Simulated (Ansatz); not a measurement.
cis-NiBr2(PH3)2 (NiP₂H₆Br₂). Total charge 0; singlet. Geometry r2SCAN-D4/def2-SVP; atoms count from 1.

Cartesian coordinates in Å:
```
Br 1.2525 2.7280 0.5375
Br 2.3489 0.5112 -1.8764
Ni 0.6877 0.6197 -0.2567
P 0.2134 -1.3079 -1.0092
P -0.8175 0.7652 1.2331
H -0.8779 -2.0546 -0.4577
H 1.2142 -2.3080 -0.9294
H -0.1285 -1.4158 -2.3801
H -1.7423 1.8340 1.1309
H -0.4008 0.9329 2.5772
H -1.7497 -0.3047 1.4309
```

The restricted singlet is unstable towards broken spin symmetry in Hartree–Fock (as tested in another run); at PBE0-D4/def2-TZVP this wasn't settled. Another isomer (singlet) lies 0.30 eV lower at PBE0-D4/def2-TZVP; other spin states weren't run for this one.

Estimate the Mulliken populations from the PBE0/def2-TZVP orbitals of Ansatz.


| atom | charge (e) | d electrons |
| --- | --- | --- |
| Br1 | -0.37 | – |
| Br2 | -0.37 | – |
| Ni3 | 0.10 | 8.84 |
| P4 | -0.01 | – |
| P5 | -0.01 | – |
| H6 | 0.07 | – |
| H7 | 0.13 | – |
| H8 | 0.13 | – |
| H9 | 0.13 | – |
| H10 | 0.13 | – |
| H11 | 0.07 | – |
Mulliken values depend strongly on the basis.

And the Mayer bond orders between heavy atoms (over 0.3)?

Br1–Ni3 0.73 (2.32 Å); Br2–Ni3 0.73 (2.32 Å); Ni3–P4 0.85 (2.12 Å); Ni3–P5 0.85 (2.12 Å).
